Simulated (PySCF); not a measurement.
C5H9F3OSi.
Atom-mapped SMILES: `[CH3:1][C@@H:2]1[SiH2:3][CH2:4][C@H:5]1[O:6][C:7]([F:8])([F:9])[F:10]`

Probes without a nucleus sit at each ring's centroid and 1 Å off its mean plane on both sides; NICS is minus the shielding there, NICSzz its component along the normal. Level: GIAO PBE0/pcSseg-1 (PySCF, non-relativistic, gas phase) on the GFN2-xTB geometry, one conformer.

Ring bond lengths (Å), with Mayer bond orders in brackets: C2–Si3 1.922 (0.90), Si3–C4 1.912 (0.93), C4–C5 1.531 (1.00), C5–C2 1.540 (0.95).

Give the NICS values of each ring in ppm.

| ring | type | NICS(0) | NICS(1), two faces | NICS(1)zz, two faces | rms pucker (Å) | centre to ring atoms, mean (Å) |
| --- | --- | --- | --- | --- | --- | --- |
| C2–Si3–C4–C5 | 4-membered ring with Si; formal bonds all single | -1.4 | -1.1 / -2.4 | 6.0 / 2.4 | 0.08 | 1.21 |

What do they say, and how far can they be read as aromaticity?

- C2–Si3–C4–C5: mean NICS(1)zz 4.2 ppm, deshielded. C2, Si3, C4, C5 have four or more neighbours, and the NICS criterion for π rings isn't applied. The two faces differ by 3.6 ppm, so no symmetry operation interchanges them.

At the second NICS(1) probe listed for ring C2–Si3–C4–C5, 1 Å off the ring, how large is the induced field along the normal in 1 T applied along it?

NICSzz × B0 = 2.4 ppm × 1 T = 2 μT, along the applied field.

What are the shieldings of the ring atoms and their hydrogens in the same run (means over atoms taken as equivalent)?

| atoms | environment | σ isotropic (ppm) |
| --- | --- | --- |
| C2 | sp3 carbon bound to silicon | 153.0 |
| Si3 | SiH2 silicon | 400.0 |
| C4 | sp3 carbon bound to silicon | 170.8 |
| C5 | sp3 carbon bound to oxygen | 102.6 |
| H on C2 | methine hydrogen | 29.41 |
| H on Si3 | Si–H hydrogen | 27.11 |
| H on Si3 | Si–H hydrogen | 27.60 |
| H on C4 | methylene hydrogen | 29.89 |
| H on C4 | methylene hydrogen | 29.77 |
| H on C5 | methine hydrogen | 27.25 |

On one thread, Intel Xeon at 2.50 GHz (x86_64) (shared host), this took 3.3 min wall, 2.5 min CPU (grids of density and orbitals included) and 1.1 GiB of memory at its peak. This is the whole shielding run at PBE0/pcSseg-1, SCF included.

The values belong to the conformer `[CH3:1][C@@H:2]1[SiH2:3][CH2:4][C@H:5]1[O:6][C:7]([F:8])([F:9])[F:10]`: C4–C5–O6–C7 -162°, C5–O6–C7–F8 56°.
